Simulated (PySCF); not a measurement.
**Basis-set dependence of ZnO at MP2**

PySCF, UHF reference; triplet, unpaired electrons σ ↑, π ↑; De to Zn + O without counterpoise correction. Frozen cores follow the default of each basis and core potential.

```csv
basis,relativity,functions,Re (Å),ωe (cm⁻¹),De (eV),frozen orbitals
def2-SVP,no relativity,45,1.865,580,1.18,6
x2c-SVPall,spin-free X2C,50,1.865,581,1.08,6
cc-pVDZ-PP/cc-pVDZ,scalar-relativistic core potentials,52,1.835,585,0.99,1
def2-SVPD,no relativity,57,1.873,564,1.83,6
jorge-DZP-DKH,spin-free X2C,58,1.845,591,1.23,6
def2-TZVPP,no relativity,95,1.842,575,1.34,6
def2-TZVPPD,no relativity,107,1.845,571,1.41,6
```

(1) How does each smaller set differ from the one with most functions, def2-TZVPPD?

Correlated steps freeze the inner cores (1 to 6 orbitals); shallow outer-core shells are correlated. Correlated levels converge slowly with the basis: in double zeta they bind strong bonds too weakly, by up to about 1 eV, and carry superposition errors of some tenths. The state was picked by a PBE0 search and need not be the measured ground state.

Results:

(1) def2-SVP: +2.0 pm, +1.6 % in ωe, -0.23 eV in De; x2c-SVPall: +2.0 pm, +1.8 % in ωe, -0.33 eV in De; cc-pVDZ-PP/cc-pVDZ: -1.0 pm, +2.5 % in ωe, -0.42 eV in De; def2-SVPD: +2.8 pm, -1.2 % in ωe, +0.42 eV in De; jorge-DZP-DKH: +0.0 pm, +3.5 % in ωe, -0.18 eV in De; def2-TZVPP: -0.3 pm, +0.7 % in ωe, -0.07 eV in De. All at MP2; the set with most functions is neither the basis-set limit nor always the best. The rows treat relativity differently, so the differences are not basis effects alone.
